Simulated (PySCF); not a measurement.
Relaxation of quintet CoF₂⁺

Computed with UPBE0/[Co def2-TZVP, F def2-TZVP], no relativity, density fitting, PySCF. A (50,194) grid was used.

A hand-made bent start, of C2v symmetry, held to at least that symmetry:

```xyz
3
charge 1 multiplicity 5, angstrom
Co    0.0000    0.0000   -0.3856
F     1.4048    0.0000    0.5981
F    -1.4048    0.0000    0.5981
```

Optimiser trace:
```csv
step,E − E(last) (kJ/mol),largest gradient (Eh/bohr)
0,62.23,0.04933
1,40.30,0.02367
2,14.92,0.01779
3,7.49,0.01740
4,3.18,0.00667
5,1.23,0.00433
6,0.49,0.00155
7,0.31,0.00656
8,0.03,0.00041
9,0.00,0.00011
10,0.00,0.00006
```

It ends at D∞h with Co–F 1.661 Å (×2); F–Co–F 180.0°. A frequency run shows a minimum. Other isomers or separated fragments may lie lower.

Final geometry:
Coordinates in bohr (charge 1 multiplicity 5):
```
Co    0.0000    0.0000    0.0000
F     3.1393    0.0000    0.0000
F    -3.1393    0.0000    0.0000
```

Other spin states or occupations of the open shell can lie lower.
